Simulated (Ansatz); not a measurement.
PBE exchange is replaced step by step with exact exchange (0 % is PBE, 25 % PBE0; no dispersion term), basis def2-SVP, Ansatz. System: GeMe(NHMe)3 (C4H15GeN3). Charge 0, multiplicity 1. Geometry: PBE-D4/def2-SVP.

Geometry of the singlet:

```xyz
23

Ge    0.1604   -0.2511   -0.2984
C     1.9114   -0.7979   -1.0001
H     2.4459   -1.4522   -0.2823
H     2.5389    0.0935   -1.1947
H     1.7760   -1.3546   -1.9474
N    -0.9556    0.7930   -1.3282
C    -0.6421    2.1675   -1.6751
H    -1.4184    0.2703   -2.0772
H    -1.5655    2.7617   -1.8611
H    -0.1148    2.6424   -0.8225
H     0.0131    2.2908   -2.5741
N     0.4533    0.8617    1.1585
C     1.4416    0.5738    2.1808
H    -0.4183    1.2397    1.5437
H     1.1572   -0.2206    2.9171
H     2.3913    0.2432    1.7089
H     1.6899    1.4858    2.7687
N    -0.8477   -1.7950   -0.1000
C    -2.1445   -1.7499    0.5563
H    -0.2991   -2.6206    0.1589
H    -2.1131   -1.7182    1.6747
H    -2.6863   -0.8406    0.2223
H    -2.7737   -2.6228    0.2711
```

| exact exchange (%) | HOMO (eV) | LUMO (eV) | gap (eV) |
| --- | --- | --- | --- |
| 0 | -4.49 | 0.41 | 4.90 |
| 10 | -5.05 | 0.77 | 5.82 |
| 15 | -5.34 | 0.95 | 6.28 |
| 25 | -5.91 | 1.30 | 7.21 |

**Question.** Fit a straight line to the column «gap (eV)» against the share of exact exchange and predict its value at 40 %.

**Answer.** With x = exact exchange (%) and y = gap (eV): mean x = 12.5, mean y = 6.053; Σ(x − x̄)(y − ȳ) = 30.02, Σ(x − x̄)² = 325; slope b = 0.09237, intercept a = ȳ − b·x̄ = 4.898. The residuals of the fitted rows reach 0.00. At x = 40 the line gives 4.898 + (0.09237 × 40) = 8.59; the run gave 8.60, 0.01 more than the line.
